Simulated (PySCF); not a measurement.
Species: C6H9NO (charge +1 and doublet state).
Geometry (GFN2-xTB, Å), atoms numbered from 1 in this order:
```xyz
17
C6H9NO angstrom
C     -3.592    0.947   -0.512
C     -2.559    0.194   -0.599
C     -1.513   -0.610   -0.701
C     -0.500   -0.799    0.342
C      0.938   -0.476   -0.222
O      1.186   -0.617   -1.388
N      1.784   -0.092    0.733
C      3.092    0.433    0.410
H     -4.468    0.683    0.066
H     -3.666    1.899   -1.023
H     -1.348   -1.147   -1.631
H     -0.404   -1.863    0.590
H     -0.717   -0.224    1.242
H      1.482    0.000    1.693
H      3.095    1.525    0.411
H      3.380    0.077   -0.578
H      3.804    0.082    1.157
```

The hyperfine couplings belong to this conformer and change with its torsions.

As a line formula: `[CH2+][C]=CCC(=O)NC` [radical] (charge +1).

The calculation used UKS B3LYP, pcH-1 on C H N O, non-relativistic, mean-field spin-orbit, GIAO in PySCF. One conformer (not necessarily the lowest) at the GFN2-xTB geometry, without solvent, vibrations or thermal averaging. A GFN2-xTB geometry isn't a minimum of the functional, and hyperfine couplings can be far from their values at a DFT geometry, by a factor of two or more for some ions and for spin on atoms past the first row. Stability of the SCF solution: not tested.

Principal values of hyperfine tensors in MHz (contact and dipolar terms together), for some of the nuclei:

```
atom  isotope      A1      A2     A3
  H9       1H   60.84   62.93  76.42
 H10       1H   59.67   61.87  75.20
 H17       1H   15.44   16.93  20.11
  O6      17O  -99.52   26.00  27.65
  N7      14N    9.36    9.68  23.49
  C4      13C  -24.87  -23.98   9.42
  C1      13C  -23.18  -18.84   4.57
 H15       1H    8.18    8.67  13.09
```

(1) Give the isotropic coupling of each nucleus in MHz and in mT (g = 2.0046), and the anisotropic part.

(2) What spin density at the nucleus of H15 lies behind its contact coupling (g_N = 5.58569)?

(3) H12 (1H, g_N = 5.58569) isn't in the table. Its spin density at the nucleus is 0.01393 bohr⁻³. What is its contact coupling?

(4) Which nucleus of the table has the largest anisotropic coupling, and what is its form?

(5) What first-order splitting does H17 cause when the field lies along A1, A2 or A3 of its tensor (g taken as isotropic, no quadrupole term)?

Answers

(1) a_iso = (A1 + A2 + A3)/3, Ti = Ai − a_iso; 1 mT corresponds to 28.056 MHz.

```
atom  a_iso (MHz)  a_iso (mT)      T1      T2     T3
  H9        66.73       2.378   -5.89   -3.80   9.69
 H10        65.58       2.337   -5.91   -3.71   9.62
 H17        17.49       0.623   -2.05   -0.56   2.62
  O6       -15.29      -0.545  -84.23   41.29  42.94
  N7        14.18       0.505   -4.82   -4.50   9.31
  C4       -13.14      -0.468  -11.73  -10.84  22.56
  C1       -12.48      -0.445  -10.69   -6.36  17.05
 H15         9.98       0.356   -1.80   -1.31   3.11
```

(2) a_FC = (2μ0/3) gₑ μB g_N μN ρ(0)/(2S·h) = 800.24 MHz × g_N × ρ(0)/(2S), with ρ in bohr⁻³. With a_FC = 9.98 MHz and 2S = 1, ρ(0) = 0.002233 bohr⁻³. In magnitude that is 0.7 % of the 1/π = 0.318 of a free hydrogen atom.

(3) By the same relation, a_FC = 62.3 MHz. Its full tensor has the principal values 56.64, 59.18, 71.03 MHz.

(4) O6: -84.2, 41.3, 42.9 MHz, axial, in the ratio +1:+1:−2.

(5) 2 lines (I = 1/2), spaced by |A_i|/(g × 13.996): 0.55, 0.60, 0.72 mT along the axes of A1, A2 and A3.
